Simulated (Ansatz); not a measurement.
Relative stability

Two relaxed structures of CH3OSn (charge -1), singlet (PBE0-D4/def2-TZVPD; forces vanish, vibrations not checked).

A:

```
6
angstrom
O 0.2602 -1.7844 1.1753
C 1.0868 -0.7938 0.9852
Sn -0.0487 0.9321 0.0633
H -1.4248 -0.3289 0.0567
H 0.5079 0.4692 -1.5724
H -0.6471 -1.5514 0.8052
```

B:

O1  (-0.425, -1.829, 1.815)
C2  (0.059, 0.440, -0.399)
Sn3  (0.933, -1.411, 0.581)
H4  (-0.898, 0.169, -0.859)
H5  (0.712, 0.884, -1.160)
H6  (-0.144, 1.183, 0.382)
(Å)

Ansatz 0.2.0; basis: def2-TZVPPD; cores frozen in the correlated methods. Filled d shells of the heavier atoms are correlated. Core potentials replace the inner electrons of the atoms past krypton. The def2 sets are not built for correlating such inner shells, so the correlated values are less sure here. B3LYP uses VWN-RPA correlation.

Q: Which structure is lower at CCSD(T), and by how much? (To be estimated.)

A: The calculation gives: B, by 3.150 eV (electronic energy, against the other). By their contacts, A is CH₃OSn ([OH][C][SnH2]), total charge -1 and B is CH₃OSn ([CH3][Sn][O]), total charge -1.

All methods give the same order:

```tsv
method	E(B) − E(A) (eV)
PBE-D4	-3.071
r2SCAN-D4	-3.102
PBE0-D4	-2.990
B3LYP-D4	-3.061
wB97M-V	-2.929
HF	-2.559
MP2	-3.696
CCSD	-3.039
CCSD(T)	-3.150
```

T1 diagnostic: at most 0.026. The restricted Hartree–Fock reference is unstable towards an unrestricted one at one or more of these structures.

Labels in which every atom is bracketed show which atoms are joined, not bond orders.

For scale, one of the runs: CCSD(T)/def2-TZVPPD, 184 basis functions, launched by `ansatz run in.yaml --threads 2 --pin off --events-out ev --progress --plain --max-ram 4352MiB`. The run took 98 s on 2 CPU threads of an Arm Neoverse V2 (shared host), with 2.1 GiB of host memory at its peak.
